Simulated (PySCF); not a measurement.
## S²⁺: excitation energy

S²⁺ [Ne] 3s2 3p2 (3P) → S²⁺ [Ne] 3s1 3p2 4s1 (5P), as a difference of total energies. Calculation: PySCF 2.14, in dyall-av2z; the non-relativistic Hamiltonian (point nucleus). Correlated levels: valence: [Ne] frozen; virtual orbitals above 40 to 60 times the deepest correlated orbital energy dropped. The calculations carry no spin-orbit coupling.

| method | excitation energy (eV) |
| --- | --- |
| UHF | 24.671 |
| LDA | 26.325 |
| PBE | 26.277 |
| PBE0 | 26.230 |
| r2SCAN | 25.924 |
| B97-3 | 26.692 |
| BHandHLYP | 26.663 |
| wB97M-V | 26.339 |
| MP2 (valence) | 25.729 |
| SCS-MP2 (valence) | 26.124 |

**Question.** How much does correlation contribute at MP2 (valence)?

**Answer.** 25.729 − (24.671) = 1.058 eV, measured against UHF.

A first-order spin-orbit estimate (lowest level to lowest level, LS coupling) adds 0.009 eV.

The promoted electron is Rydberg-like, and one or two diffuse shells describe it only roughly, which tends to raise the upper state.
